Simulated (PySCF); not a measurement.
## Isomers of C4H9Br: computed energies against enthalpies of formation

**What was measured.**

CRC Handbook of Chemistry and Physics lists, for the gas at 298.15 K: enthalpy of formation of `CC(C)(C)Br` -132.4 kJ/mol; enthalpy of formation of `CCCCBr` -107.1 kJ/mol.

The runs below try to reproduce these values; the comparison stands at the end.

Differences of these values give the isomerisation enthalpies. Geometries: PBE0-D3(BJ)/def2-SVP; runs in PySCF, gas phase, with a dispersion term only where the level names one. Total electronic energies (Eh):

```json
{"SMILES": "CC(C)(C)Br", "PBE0-D3(BJ)/def2-SVP": "-2731.10626"}
{"SMILES": "CCCCBr", "PBE0-D3(BJ)/def2-SVP": "-2731.09849"}
```

Geometry of `CC(C)(C)Br` (Å):
```
atom  x, y, z in Å
C1    -0.7805    1.1676   -0.4259
C2    -0.0042   -0.0097    0.1363
C3     1.0390   -0.5173   -0.8437
C4    -0.9252   -1.1225    0.6041
Br5    0.9754    0.6516    1.7432
H6    -1.3435    0.8392   -1.3160
H7    -1.4972    1.5611    0.3089
H8    -0.1075    1.9836   -0.7253
H9     1.6247   -1.3412   -0.4120
H10    0.5325   -0.8905   -1.7494
H11    1.7314    0.2830   -1.1412
H12   -1.5015   -1.5016   -0.2570
H13   -1.6365   -0.7620    1.3605
H14   -0.3552   -1.9588    1.0322
```

Geometry of `CCCCBr` (Å):
```
atom  x, y, z in Å
C1    -1.9673   -0.1211   -0.2903
C2    -0.6680    0.2735    0.3939
C3     0.5682   -0.2178   -0.3533
C4     1.8466    0.1328    0.3739
Br5    3.4288   -0.4634   -0.5904
H6    -2.0737   -1.2157   -0.3445
H7    -2.0082    0.2648   -1.3214
H8    -2.8423    0.2729    0.2480
H9    -0.6554   -0.1249    1.4239
H10   -0.6196    1.3720    0.4958
H11    0.5149   -1.3109   -0.4909
H12    0.5931    0.2193   -1.3656
H13    1.9626    1.2171    0.5015
H14    1.9011   -0.3424    1.3627
```

Zero-point and thermal terms are left out, so the computed numbers are electronic energies.

**Comparison with experiment**

Relative to `CC(C)(C)Br`, the lowest by measurement, in kJ/mol (measured: enthalpies at 298.15 K; computed: electronic energies):

```json
{"SMILES": "CC(C)(C)Br", "measured": "0.0", "PBE0-D3(BJ)/def2-SVP": "0.0"}
{"SMILES": "CCCCBr", "measured": "25.3", "PBE0-D3(BJ)/def2-SVP": "20.4"}
```

Measured values: -132.4 kJ/mol (298.15 K; CRC Handbook of Chemistry and Physics) for the first row; the others come from the same table. Unsigned miss: PBE0-D3(BJ)/def2-SVP 4.9 kJ/mol. One conformer stands for `CCCCBr`, not necessarily the lowest, while the measurement averages over conformers. Where a level misses, the cause wasn't examined.
